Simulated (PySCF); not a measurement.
PySCF job for CH3ClOSe, SMILES CO[Se]Cl, PBE-D3(BJ)/def2-SVP. Geometry optimised at PBE-D3(BJ)/def2-SVP. One conformer was computed; it need not be the lowest.

```python
import numpy as np
from pyscf import gto, scf, dft, df
from pyscf.hessian import thermo

mol = gto.M(
    atom='''
    Se   -0.01051189   -0.29691701    0.68995313
    Cl   -1.28582263    1.27822937   -0.23707761
    O     1.42022687   -0.32420425   -0.41120504
    C     1.21693768   -0.95285796   -1.68035383
    H     0.50797616   -0.36571551   -2.30305787
    H     2.20887849   -0.96614104   -2.17500099
    H     0.83609306   -1.99208250   -1.57826498
    ''',
    basis='def2-SVP',
    charge=0,
    spin=0,
    max_memory=1600,
    verbose=3,
)
mf = dft.RKS(mol, xc='pbe').density_fit(auxbasis='def2-universal-jkfit')
mf.disp = 'd3bj'
mf.grids.level = 3
mf.conv_tol = 1e-11
mf.max_cycle = 100
mf.kernel()

# [left out here: the lines that compute and print the analytic Hessian (its translational invariance restored by hand, since the grid's response is missing), thermochemistry and intensities]
```

Log of the run:

```
converged SCF energy = -2975.66271683449

WARN: DFTD3 does not support analytical Hessian, using finite difference


WARN: Mole.unit (angstrom) is changed to Bohr

Mode                                 0                   1                   2
Irrep
Freq [cm^-1]                       98.2860            136.0406            240.5320
Reduced mass [au]                   4.4249              1.1349              4.4202
Force const [Dyne/A]                0.0252              0.0124              0.1507
Char temp [K]                     141.4116            195.7321            346.0720
Normal mode                   x     y     z       x     y     z       x     y     z
       0  Se                -0.00  0.00 -0.04    0.01  0.01 -0.00    0.01  0.02 -0.01
       1  Cl                -0.04  0.04  0.07   -0.03 -0.01  0.01   -0.06  0.01  0.01
       2   O                 0.01  0.02 -0.02    0.02 -0.05  0.01    0.07 -0.18  0.06
       3   C                 0.11 -0.13  0.04    0.01  0.02 -0.02    0.03  0.02 -0.03
       4   H                 0.12 -0.24 -0.07    0.42  0.34 -0.18   -0.11  0.04  0.13
       5   H                 0.14 -0.15  0.10    0.11 -0.45  0.20   -0.02  0.25 -0.13
       6   H                 0.15 -0.14  0.14   -0.50  0.20 -0.08    0.18 -0.05 -0.19
Mode                                 3                   4                   5
Irrep
Freq [cm^-1]                      318.5812            365.0215            598.2525
Reduced mass [au]                   3.7481             40.3098              8.0923
Force const [Dyne/A]                0.2241              3.1644              1.7064
Char temp [K]                     458.3675            525.1847            860.7522
Normal mode                   x     y     z       x     y     z       x     y     z
       0  Se                 0.02 -0.01 -0.04   -0.03  0.05 -0.03   -0.04 -0.00  0.03
       1  Cl                -0.02  0.01  0.00    0.07 -0.10  0.06   -0.01  0.01 -0.00
       2   O                 0.09  0.03  0.08    0.02 -0.01  0.01    0.19  0.03 -0.08
       3   C                -0.11  0.01  0.12   -0.01  0.00  0.01    0.01 -0.03 -0.06
       4   H                -0.17  0.04  0.22   -0.02  0.01  0.02   -0.04 -0.02 -0.01
       5   H                -0.20 -0.08 -0.04   -0.02  0.01 -0.01   -0.07 -0.14 -0.21
       6   H                -0.19  0.05  0.23   -0.01  0.00  0.00   -0.05  0.01  0.04
Mode                                 6                   7                   8
Irrep
Freq [cm^-1]                     1005.6302           1118.2764           1133.8688
Reduced mass [au]                   8.3743              1.2932              1.3748
Force const [Dyne/A]                4.9897              0.9528              1.0414
Char temp [K]                    1446.8780           1608.9507           1631.3848
Normal mode                   x     y     z       x     y     z       x     y     z
       0  Se                 0.00  0.00 -0.00   -0.00  0.00  0.00   -0.00  0.00  0.00
       1  Cl                 0.00 -0.00  0.00    0.00 -0.00  0.00    0.00 -0.00  0.00
       2   O                -0.01  0.07  0.16   -0.02  0.04 -0.03   -0.06 -0.03 -0.01
       3   C                -0.00 -0.09 -0.18    0.06 -0.10  0.06    0.12  0.06 -0.01
       4   H                -0.06 -0.01 -0.02    0.06  0.38  0.51   -0.20 -0.08  0.23
       5   H                -0.01 -0.07 -0.17   -0.09  0.17 -0.24   -0.13 -0.31 -0.50
       6   H                -0.06 -0.04 -0.07   -0.22 -0.05 -0.45   -0.16  0.20  0.42
Mode                                 9                  10                  11
Irrep
Freq [cm^-1]                     1386.9576           1394.6173           1421.5821
Reduced mass [au]                   1.1141              1.0537              1.0464
Force const [Dyne/A]                1.2627              1.2074              1.2459
Char temp [K]                    1995.5231           2006.5437           2045.3401
Normal mode                   x     y     z       x     y     z       x     y     z
       0  Se                 0.00 -0.00 -0.00    0.00 -0.00 -0.00    0.00 -0.00 -0.00
       1  Cl                -0.00  0.00 -0.00   -0.00  0.00 -0.00   -0.00  0.00 -0.00
       2   O                -0.01  0.01  0.02    0.00 -0.00  0.02    0.01  0.01  0.00
       3   C                -0.02  0.05  0.07    0.02 -0.03  0.05    0.05  0.03  0.01
       4   H                 0.11 -0.14 -0.24    0.28 -0.23 -0.49   -0.45 -0.53  0.03
       5   H                -0.23 -0.48 -0.37   -0.19  0.50 -0.38    0.14 -0.05  0.24
       6   H                 0.32 -0.15 -0.50   -0.36  0.12  0.04   -0.43  0.13 -0.44
Mode                                12                  13                  14
Irrep
Freq [cm^-1]                     2942.8572           3034.3590           3067.2612
Reduced mass [au]                   1.0307              1.1079              1.1057
Force const [Dyne/A]                5.2592              6.0103              6.1292
Char temp [K]                    4234.1164           4365.7670           4413.1060
Normal mode                   x     y     z       x     y     z       x     y     z
       0  Se                -0.00  0.00  0.00   -0.00 -0.00  0.00    0.00  0.00 -0.00
       1  Cl                 0.00 -0.00  0.00    0.00  0.00 -0.00    0.00 -0.00 -0.00
       2   O                 0.00 -0.00 -0.00    0.00 -0.00 -0.00   -0.00  0.00  0.00
       3   C                -0.02 -0.02 -0.04   -0.02  0.08 -0.04   -0.09 -0.01  0.02
       4   H                 0.38 -0.33  0.33    0.45 -0.37  0.37    0.17 -0.16  0.16
       5   H                -0.39  0.00  0.19   -0.00  0.01 -0.01    0.77 -0.01 -0.37
       6   H                 0.21  0.60 -0.07   -0.23 -0.60  0.07    0.09  0.28 -0.03
temperature 298.1500 [K]
pressure 101325.00 [Pa]
Rotational constants [GHz] 5.28650 2.55590 1.83321
Symmetry number 1
Zero-point energy (ZPE) 0.04160 [Eh]   109231.756 [J/mol]
                           tot       elec      trans        rot        vib
Entropy [J/mol/K]       330.842      0.000    170.853    112.819     47.170
Cv [J/mol/K]             71.257      0.000     12.472     12.472     46.314
Cp [J/mol/K]             79.571      0.000     20.786     12.472     46.314
Internal energy [J/mol]                      3718.434   3718.434 116878.283
Internal energy [Eh]   -2975.61537  -2975.66272
Enthalpy [J/mol]                             6197.391   3718.434 116878.283
Enthalpy [Eh]          -2975.61442
Gibbs free energy [J/mol]                  -44742.484 -29918.558 102814.633
Gibbs free energy [Eh] -2975.65199
mode   freq/cm-1   IR/(km/mol)
   1       98.29         3.128
   2      136.04         0.457
   3      240.53         6.649
   4      318.58         1.048
   5      365.02        37.557
   6      598.25        36.560
   7     1005.63        83.316
   8     1118.28         1.633
   9     1133.87         4.702
  10     1386.96         5.311
  11     1394.62        11.876
  12     1421.58        11.125
  13     2942.86        43.004
  14     3034.36        18.869
  15     3067.26         7.537
max |gradient| / (hartree/bohr): 8.576018330053304e-05
APT charges: [ 0.6175 -0.3824 -0.5969  0.3919 -0.0059 -0.004  -0.0202]
```

The run converged.

Cost: roughly 70 core-seconds.
